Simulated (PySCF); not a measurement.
Electron correlation in Ne³⁺ (neon, charge +3)

[He] 2s2 2p3, high-spin 4S determinant. All numbers are calculated (PySCF 2.14, scalar relativity by spin-free X2C-1e, in x2c-QZVPPall (7s4p3d2f1g, 57 functions)). Frozen: nothing; 7 electrons correlated.

```
  level  correlation energy (mhartree)
   CCSD                        -143.87
    (T)                          -1.15
CCSD(T)                        -145.02
```

Diagnostics: T1 = 0.0018, D1 = 0.0053, largest double amplitude 0.025.

Cost of the coupled-cluster step: about 3 core-seconds, for 7 correlated electrons.

This basis was not built for core-valence correlation, so the inner-shell part is incomplete.
